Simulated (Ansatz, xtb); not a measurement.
## A geometry optimisation of AlFGaH5Si with r2SCAN-D4/def2-SVP

The starting geometry of this gas-phase singlet was built from a drawn formula by distance geometry; its bonds are those of `[F][GaH][SiH2][AlH2]`.

```json
{"atom": "Al", "x (Å)": "0.0048", "y (Å)": "0.3780", "z (Å)": "0.8690"}
{"atom": "F", "x (Å)": "-4.0978", "y (Å)": "1.3341", "z (Å)": "-2.0625"}
{"atom": "Ga", "x (Å)": "-2.8678", "y (Å)": "0.1918", "z (Å)": "-1.5609"}
{"atom": "Si", "x (Å)": "-1.3412", "y (Å)": "1.7379", "z (Å)": "-0.4857"}
{"atom": "H", "x (Å)": "-3.2860", "y (Å)": "-0.7380", "z (Å)": "-0.3796"}
{"atom": "H", "x (Å)": "-0.5727", "y (Å)": "2.3398", "z (Å)": "-1.5891"}
{"atom": "H", "x (Å)": "-1.9435", "y (Å)": "2.8304", "z (Å)": "0.3073"}
{"atom": "H", "x (Å)": "-0.7400", "y (Å)": "-0.9047", "z (Å)": "1.5158"}
{"atom": "H", "x (Å)": "1.5088", "y (Å)": "0.7008", "z (Å)": "1.2888"}
```

Problem. Predict what becomes of its bonds when it is optimised with r2SCAN-D4/def2-SVP.

Solution. A new bond forms, giving a structure with F2 bridging Al1 and Ga3, given below by its coordinates. Distances that change by over a tenth: F2–Ga3 (1.75 → 1.96 Å). Contacts that close: Al1–F2 (5.13 → 1.88 Å).

The energy falls by 2.40 eV over 47 steps:

| step | E − E(last) (eV) |
| --- | --- |
| 1 | 2.396 |
| 6 | 1.019 |
| 11 | 0.971 |
| 16 | 0.940 |
| 21 | 0.927 |
| 27 | 0.914 |
| 32 | 0.883 |
| 37 | 0.200 |
| 42 | 0.003 |
| 47 | 0.000 |

Final geometry (Å):

```xyz
9

Al   -0.2445    0.0378    0.1639
F    -1.6878   -0.6668   -0.8123
Ga   -2.9795    0.7820   -1.0528
Si   -1.5012    2.2180    0.1682
H    -4.1116    0.0746   -1.8685
H    -1.2286    3.3759   -0.7470
H    -2.3177    2.7424    1.3132
H    -0.2642   -0.7127    1.5675
H     0.9996    0.0193   -0.8290
```

From the same start GFN2-xTB ends elsewhere, differing in F2–Ga3 (2.40 against 1.96 Å here).

The end wasn't checked by frequencies. Run with Ansatz 0.2.0, 73 s on 2 threads of Intel(R) Xeon(R) 6975P-C (Granite Rapids), with other jobs on the host.
